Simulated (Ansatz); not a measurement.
Spectroscopic constants of Si₂-, multiplicity 2 (lowest of 2S+1 = 2, 4 at CCSD(T)/def2-TZVPP on PBE0 minima; our sources give no spin for the ground state, which may be another).

Constants: fifth-degree fit in 1/R to seven points, most abundant isotopes. In def2 and cc sets the state is the lowest found near the PBE0 minimum, followed along R.

Cores are frozen in the correlated methods. CBS(a, b) extrapolates the correlation energy as X⁻³ and adds the Hartree–Fock energy of set b.

Programs: Ansatz (Gaussian orbitals). Each number belongs to the level named beside it.

### Question
What bond length and harmonic frequency does PBE0/def2-TZVPP give?

### Answer
r_e = 2.179 Å, ω_e = 567 cm⁻¹.

### Question
What bond length and harmonic frequency does B2PLYP/def2-TZVPP give?

### Answer
r_e = 2.194 Å, ω_e = 540 cm⁻¹.

### Question
What bond length and harmonic frequency does CCSD(T)/CBS(def2-TZVPP, def2-QZVPP) give?

### Answer
r_e = 2.113 Å, ω_e = 586 cm⁻¹.

Ansatz is an electronic-structure program.
